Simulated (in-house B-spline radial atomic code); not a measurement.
Cr⁺. Computed with a B-spline radial atomic code. Model: non-relativistic spherical atom: semilocal Troullier-Martins pseudo-atom, one channel per l, against all electrons, high spin, G0W0 and RPA with empty states to l = 8, local potential for every l without a channel, a model core (radius 0 = none) keeps its share of the functional.

What the tables leave out is listed at the end.

The pseudopotential gives back the lowest level of each angular momentum of its own functional in the configuration it was made in; a second state of the same l is only approximately right. Exact exchange, RPA and GW see the smooth pseudo-orbitals and miss the exchange with the core, for which the functional's share stands in. The column with an uncorrelated core keeps all orbitals and exact exchange, and so separates missing core correlation from pseudisation. Only the three outermost levels and the lowest empty one were computed. RPA here is direct RPA, with no exchange kernel, and its energies carry an (l + 1/2)⁻⁴ tail. A hybrid on a potential with a model core restores only its own semilocal share of the core's exchange.

Command:
```bash
python run_psgw.py task.json out
```
Settings (lengths in bohr, energies in hartree):
```
Z                      24
electrons              23
configuration          [Ar] 3d5
generated_in           [Ar] 3d5 4s1
functional             lda,vwn
core_shells            4
radius_factor          1.15
core_correction        False
```

Run time, properties included: 33 s on 1 thread of Arm Neoverse N1, with other jobs on the host.

Given: made with LDA VWN5; model core radius 0 bohr; local radius 1.255 bohr; mean-field start LDA VWN5.

Valence shells of the generating configuration: 3p, 4s, 3d.

Channel: s 3.171, p 0.917, d 2.76 (radii in bohr).

Computed: largest level miss in the spin-unpolarised generating configuration 0 eV; valence RPA correlation energy all-electron orbitals -0.66498 hartree; valence RPA correlation energy pseudo -0.75557 hartree; pseudo-atom RPA polarisability 10.654 bohr³.

```tsv
level	occupied	mean-field all-electron (eV)	mean-field pseudo minus all (eV)	G0W0 all-electron (eV)	G0W0 uncorrelated core minus all (eV)	G0W0 pseudo minus all (eV)	exchange self-energy all-electron (eV)	exchange self-energy pseudo (eV)
3d up	1	-11.19	-0.353	-16.199	0.106	-0.246	-33.376	-26.617
4s up (empty)	0	-10.449	-0.012	-7.1235	-0.031	-0.952	-3.3289	-4.3483
```

Problem. What is the all-electron RPA polarisability, core included?

Solution. 11.165 bohr³.

Given: mean-field start PBE0.

Computed: valence RPA correlation energy all-electron orbitals -0.6213 hartree; valence RPA correlation energy pseudo -0.71779 hartree; pseudo-atom RPA polarisability 8.1971 bohr³.

```csv
level,occupied,mean-field all-electron (eV),mean-field pseudo minus all (eV),G0W0 all-electron (eV),G0W0 uncorrelated core minus all (eV),G0W0 pseudo minus all (eV),exchange self-energy all-electron (eV),exchange self-energy pseudo (eV)
3d up,1,-12.732,-0.409,-16.43,0.076,0.318,-33.717,-27.01
4s up (empty),0,-9.0636,-0.398,-6.9021,-0.026,-0.96,-2.8539,-4.3053
```

Problem. What is the all-electron RPA polarisability, core included?

Solution. 8.4603 bohr³.

Given: mean-field start Hartree-Fock.

Computed: valence RPA correlation energy all-electron orbitals -0.53585 hartree; all-electron RPA polarisability, core included 4.8986 bohr³; pseudo-atom RPA polarisability 5.549 bohr³.

```json
{"level": "3d up", "occupied": "1", "mean-field all-electron (eV)": "-17.666", "mean-field pseudo minus all (eV)": "0.251", "G0W0 all-electron (eV)": "-17.102", "G0W0 uncorrelated core minus all (eV)": "0.116", "G0W0 pseudo minus all (eV)": "-0.241", "exchange self-energy all-electron (eV)": "-34.354", "exchange self-energy pseudo (eV)": "-27.139"}
{"level": "3p down", "occupied": "1", "mean-field all-electron (eV)": "-57.321", "mean-field pseudo minus all (eV)": "1.739", "G0W0 all-electron (eV)": "-55.828", "G0W0 uncorrelated core minus all (eV)": "-0.41", "G0W0 pseudo minus all (eV)": "0.101", "exchange self-energy all-electron (eV)": "-40.663", "exchange self-energy pseudo (eV)": "-30.54"}
{"level": "4s up (empty)", "occupied": "0", "mean-field all-electron (eV)": "-5.7818", "mean-field pseudo minus all (eV)": "-1.454", "G0W0 all-electron (eV)": "-6.4288", "G0W0 uncorrelated core minus all (eV)": "-0.013", "G0W0 pseudo minus all (eV)": "-1.297", "exchange self-energy all-electron (eV)": "-1.7847", "exchange self-energy pseudo (eV)": "-4.6029"}
```

Problem. What is the valence RPA correlation energy pseudo?

Solution. -0.63918 hartree.

Among the listed levels the largest G0W0 shift of the pseudo-atom is -1.30 eV, for 4s up (empty) on the Hartree-Fock start, while leaving the core uncorrelated moves that level by -0.01 eV. So pseudisation and the lost core exchange, not the missing core correlation, make the error. Not in the tables (levels of low weight, unsolved or above zero; the highest and the empty levels are kept at any weight): on LDA the G0W0 levels 3p down (pseudo minus all +0.15 eV, weights 0.68 and 0.64), 3p up (pseudo minus all -2.44 eV, weights 0.10 and 0.09); on PBE0 the G0W0 levels 3p down (pseudo minus all +1.01 eV, weights 0.57 and 0.77), 3p up (pseudo minus all +0.80 eV, weights 0.35 and 0.34); on Hartree-Fock the G0W0 levels 3p up (pseudo minus all +2.60 eV, weights 0.68 and 0.50).
